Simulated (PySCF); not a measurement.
**Germanium: a sound run and one with changed settings**

Sound run: Ge [Ar] 3d10 4s2 4p2, Ge⁺ [Ar] 3d10 4s2 4p1. Computed with PySCF 2.14 in jorge-DZP-DKH (8s6p2d1f, 43 functions), with the spin-free X2C one-electron Hamiltonian (Gaussian nucleus). In the sound run the correlated levels freeze [Ar] 3d10. The sound run starts from symmetry-adapted Hartree-Fock orbitals and uses a fine grid where one is needed.

Changed run: basis STO-3G, all-electron and non-relativistic. This setting is unsound on purpose.

```csv
species,method,sound run (hartree),changed run (hartree),converged
Ge,UHF,-2096.93259,-2051.63626,yes
Ge,PBE0,-2098.33581,-2052.64144,yes
Ge,r2SCAN,-2098.56615,-2052.91020,yes
Ge,MP2,-2096.95538,-2051.64352,yes
Ge,CCSD(T),-2096.96385,-2051.64939,yes
Ge⁺,UHF,-2096.66301,-2051.47666,yes
Ge⁺,PBE0,-2098.04876,-2052.45729,yes
Ge⁺,r2SCAN,-2098.27392,-2052.72124,yes
Ge⁺,MP2,-2096.68680,-2051.49165,yes
Ge⁺,CCSD(T),-2096.69758,-2051.50273,yes
```

Ionisation energy of Ge:

```csv
method,sound run (eV),changed run (eV)
UHF,7.336,4.343
PBE0,7.811,5.011
r2SCAN,7.952,5.142
MP2,7.309,4.133
SCS-MP2,7.264,4.091
CCSD,7.244,3.991
CCSD(T),7.246,3.991
```

A minimal basis cannot let orbitals breathe on ionisation and holds almost no correlation. The Hamiltonian changed with the basis, so the totals do not compare.

For comparison, NIST gives 7.899 eV between the lowest levels.
